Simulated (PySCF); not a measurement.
Two species compared at the same levels of theory.

First species: triethylphosphine oxide, C6H15OP.
InChI=1S/C6H15OP/c1-4-8(7,5-2)6-3/h4-6H2,1-3H3

Second species: C6H15OP.
Bonds: C1–C2, C2–C3, C3–P4, P4–C5, C5–C6, C6–O7, O7–C8. Hydrogens: H9, H10, H11 on C1; H12, H13 on C2; H14, H15 on C3; H16 on P4; H17, H18 on C5; H19, H20 on C6; H21, H22, H23 on C8.

Levels: CAM-B3LYP/def2-SVPD for HOMO energy, LUMO energy, HOMO–LUMO gap and static isotropic polarisability; TDDFT CAM-B3LYP/def2-SVPD for lowest singlet excitation; TDA CAM-B3LYP/def2-SVPD for lowest triplet excitation (Tamm–Dancoff); ΔSCF CAM-B3LYP/def2-SVPD for vertical ionisation energy. Geometries: PBE0-D3(BJ)/def2-SVP. Each species is one conformer at its optimised geometry, gas phase, non-relativistic unless stated; the electronic structure was computed with PySCF and density fitting.

The conformers computed, where there is a choice (atom-mapped SMILES and torsion angles):
- `[CH3:1][CH2:2][P:3](=[O:4])([CH2:5][CH3:6])[CH2:7][CH3:8]`: C1–C2–P3–O4 -54°, C2–P3–C5–C6 179°, C2–P3–C7–C8 57°

The conformers of `CCCPCCOC` aren't listed.

Values for the first species:

* HOMO energy: -8.66 eV
* LUMO energy: 0.98 eV
* HOMO–LUMO gap: 9.64 eV
* Lowest singlet excitation: 7.15 eV
* Lowest triplet excitation (Tamm–Dancoff): 6.97 eV
* Static isotropic polarisability: 99.1 au
* Vertical ionisation energy: 9.29 eV

(1) Estimate the same properties for the second species, and the change in each.

Answers

(1) 
```json
{"property": "HOMO energy", "first": "-8.66 eV", "second": "-7.84 eV", "second less first": "+0.82 eV"}
{"property": "LUMO energy", "first": "0.98 eV", "second": "1.24 eV", "second less first": "+0.26 eV"}
{"property": "HOMO–LUMO gap", "first": "9.64 eV", "second": "9.08 eV", "second less first": "-0.56 eV"}
{"property": "lowest singlet excitation", "first": "7.15 eV", "second": "6.27 eV", "second less first": "-0.88 eV"}
{"property": "lowest triplet excitation (Tamm–Dancoff)", "first": "6.97 eV", "second": "5.38 eV", "second less first": "-1.59 eV"}
{"property": "static isotropic polarisability", "first": "99.1 au", "second": "105.2 au", "second less first": "+6.1 au"}
{"property": "vertical ionisation energy", "first": "9.29 eV", "second": "8.58 eV", "second less first": "-0.71 eV"}
```

On the first: The 10 singlets span 7.15 to 8.32 eV, and their oscillator strengths add up to 0.11. The principal polarisabilities are 90.3, 98.0 and 108.9 au; their mean is the isotropic value.

On the second: The principal polarisabilities are 94.4, 99.5 and 121.6 au; their mean is the isotropic value. No computed singlet falls in the visible range (750 to 380 nm, 1.65 to 3.26 eV); S1 lies 3.01 eV above its blue end.
